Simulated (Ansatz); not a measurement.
Job for Ansatz (a first-principles code): R-B3LYP/def2-TZVPPD on C2H8O2 (a complex), monomers drawn apart or pushed together. Files ending in .json are basis or fitting sets from the Basis Set Exchange.

Ansatz 0.2 input:
```yaml
crystal:
  periodic: [false, false, false]
  atoms:
    - {symbol: O, position_ang: [-0.21921492, 0.30778628, 0.17249084]}
    - {symbol: H, position_ang: [0.30394542, 0.10224478, 0.96662942]}
    - {symbol: H, position_ang: [0.12508768, -0.26414696, -0.51973432]}
    - {symbol: C, position_ang: [-1.30151831, 0.22718945, 5.01584203]}
    - {symbol: C, position_ang: [-0.26723095, -0.87930482, 4.93435025]}
    - {symbol: O, position_ang: [0.91033983, -0.48218404, 4.21461475]}
    - {symbol: H, position_ang: [-2.19256299, -0.12500465, 5.54033369]}
    - {symbol: H, position_ang: [-1.59104138, 0.55394899, 4.01678455]}
    - {symbol: H, position_ang: [-0.91210945, 1.08797199, 5.56671172]}
    - {symbol: H, position_ang: [0.01468207, -1.22985429, 5.93280667]}
    - {symbol: H, position_ang: [-0.65954580, -1.73205463, 4.38055116]}
    - {symbol: H, position_ang: [1.28969530, 0.29162308, 4.64659171]}
basis:
  gaussian:
    orbitals: def2-TZVPPD.json
hamiltonian:
  xc: {name: B3LYP}
scf: {lower_state_search: off}
```

It printed:

```
WARN ansatz: RAYON_NUM_THREADS=1 ignored (pool sized by the plan → 1); use --threads N
Functional definition: B3LYP
these checks for a lower state are left out or cut short: stability, starts, cluster_reference, orbital_swaps, neighbouring_geometries, increment
integrals: 0.17 GiB planned
1188 factors; their error is unknown
mean field: 1.70 GiB planned
mean field evaluation 1: about -6288.6940 eV, gradient 8.4e1 eV
mean field evaluation 2: about -6267.7013 eV, gradient 1.3e2 eV
mean field evaluation 4: about -6301.6989 eV, gradient 6.8e0 eV
mean field evaluation 8: about -6301.7952 eV, gradient 1.4e-1 eV
mean field evaluation 16: about -6301.7784 eV, gradient 5.9e-5 eV
mean field -6301.77835477 eV, -231.5860830389 hartree, gradient 3.7e-6 eV, S^2 0.000000; 0 other end points of the search recorded, 0 dependent functions left out
reference -6301.77869734 eV, -231.5860956283 hartree; 18, 18 occupied and 272, 272 virtual orbitals, 1188 factors
Total energy: -6301.77869734 eV, -231.5860956283 hartree
Checks for a lower state left out: stability, starts, cluster_reference, orbital_swaps, neighbouring_geometries, increment
```

Self-consistency was reached.

Cost: roughly 5 core-seconds.
